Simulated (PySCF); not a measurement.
## Vertical excitation energies

Species: BGeH9O2Si2.
InChI=1S/BGeH9O2Si2/c2-6(5)1(3)4/h3-4,6H,2,5H3/t6-/m0/s1

Level of theory: TDDFT B3LYP/def2-SVPD, vertical, gas phase, core orbitals frozen in the response in PySCF 2.14.0, density-fitted response routines. Geometry: PBE0-D3(BJ)/def2-SVP, one conformer, isolated molecule. Relativistic effects, spin–orbit coupling among them, are left out although an element past zinc is present. Torsions of this conformer, `[OH:1][B:2]([OH:3])[Si@H:4]([SiH3:5])[GeH3:6]`: O1–B2–Si4–Si5 120°, H–O1–B2–O3 0°, H–O3–B2–O1 1°.

**Question.** List the vertical singlet excitations with oscillator strengths and describe the spectrum.

**Answer.** 

```tsv
state	λ (nm)	E (eV)	f	|μ| (D)	main configurations (H = HOMO, L = LUMO)
S1	210.3	5.89	0.016	0.84	H→L+1 (92%)
S2	206.9	5.99	0.0047	0.46	H→L (99%)
S3	199.1	6.23	0.137	2.41	H-1→L (98%)
S4	198.3	6.25	0.066	1.67	H-1→L+1 (84%)
S5	188.3	6.58	0.164	2.56	H→L+2 (78%), H-1→L+2 (12%)
S6	185.0	6.70	0.058	1.51	H-1→L+2 (69%), H→L+3 (16%), H→L+2 (9%)
S7	177.9	6.97	0.113	2.07	H→L+4 (65%), H→L+5 (16%)
S8	177.3	6.99	0.129	2.20	H→L+3 (60%), H→L+4 (14%), H-1→L+2 (10%)
S9	175.1	7.08	0.0059	0.47	H-2→L+1 (45%), H-2→L (34%), H→L+6 (9%)
S10	174.7	7.10	0.014	0.72	H-1→L+3 (31%), H-2→L (29%), H→L+5 (16%)
```

Triplets (Tamm–Dancoff): T1 5.35 eV, H-1→L+1 (86%); T2 5.58 eV, H→L+1 (88%); T3 5.86 eV, H→L+2 (86%); T4 5.92 eV, H→L (96%).

The lowest singlet lies at 5.89 eV (210 nm, ultraviolet) and is weak; its leading configuration is HOMO→LUMO+1 (92%). The strongest level in the table is S5 at 6.58 eV (188 nm, f = 0.164). Löwdin shares by element: HOMO silicon 49%, germanium 25%, hydrogen 6% or more (atoms not listed hold the other 20%); LUMO oxygen 38%, boron 26%, hydrogen 14% or more (atoms not listed hold the other 22%). The listed states span 1.20 eV, and the widest gap between neighbours is 0.33 eV (S4 to S5). Orbital energies (eV): HOMO-3 -9.11, HOMO-2 -8.58, HOMO-1 -7.74, HOMO -7.45, LUMO -0.85, LUMO+1 -0.61, LUMO+2 -0.17. Weighted by f, the mean energy of these states is 6.62 eV. All these states lie below the vertical ionisation energy of 9.36 eV (ΔSCF). Singlets were solved by full linear response, triplets in the Tamm–Dancoff approximation.

Hardware: one thread of an Arm Neoverse N1, no GPU, shared host. Cost: 7.1 min wall, 0.93 GiB resident at most.
